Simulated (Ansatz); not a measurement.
Consider the ligand exchange at a Ge–C bond: `[CH3][Ge][Br]` + HBr → `[Br][Ge][Br]` + CH₄.

Calculated with Ansatz (gas phase, PBE0-D4/def2-TZVP geometries, no zero-point term in ΔE). CBS: MP2 limit from def2 TZ/QZ plus the TZ coupled-cluster correction, frozen cores. This one scheme is used for every species. DFT in def2-TZVPP. For Br, Ge outer-core shells are correlated without core-valence functions, which leaves a few kJ/mol of doubt a bond. Scalar relativity is left out up to krypton.

```
        species  BLYP-D4 energy (Eh)
`[CH3][Ge][Br]`          -4691.19270
            HBr          -2574.78294
 `[Br][Ge][Br]`          -7225.53452
            CH₄            -40.50371
```

Task: Work out ΔE.

Result: ΔE = (-7225.53452) + (-40.50371) − (-4691.19270) − (-2574.78294) = -0.06259 Eh = -39.3 kcal/mol. CCSD(T)/CBS gives -35.3 kcal/mol.

Largest T1 diagnostic among the species: 0.011.

Leaving LDA and LC-ωPBE aside and taking each functional with its dispersion term where it has one, the values, not all of them listed here, spread over 4.0 kcal/mol, from BLYP-D4 to ωB97X-V. LDA lies +1.9 kcal/mol from PBE without D4. From BLYP to BHLYP (50 % exact exchange), in def2-TZVPP and without D4, ΔE moves by +1.7 kcal/mol. In def2-TZVPP, CCSD(T) changes the Hartree–Fock value by +2.8 kcal/mol (the triples alone add −0.4 kcal/mol) and MP2 by +1.6 kcal/mol.
